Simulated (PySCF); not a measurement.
Te(H)(iPr) (C3H8Te), SMILES CC(C)[TeH].

The structure is a stationary point at B3LYP-D3(BJ)/def2-SVP. The def2 effective core potentials stand for the cores of Te; spin–orbit coupling is left out.

Level of theory: PBE0/def2-TZVP in PySCF.

Isolated molecule, no solvent.

Computed frontier levels, gap, dipole moment and polarisability:
| Item | Result |
|---|---|
| highest occupied level | -6.02 eV |
| lowest empty level | -0.72 eV |
| orbital gap | 5.30 eV |
| dipole moment | 1.57 D |
| quadrupole, principal values (traceless, Buckingham form, about the centre of nuclear charge) | -4.43, 1.32, 3.11 D·Å |
| mean static polarisability | 76.7 bohr³ (11.37 Å³) |
| polarisability, principal values | 60.9, 73.1, 96.2 bohr³ |
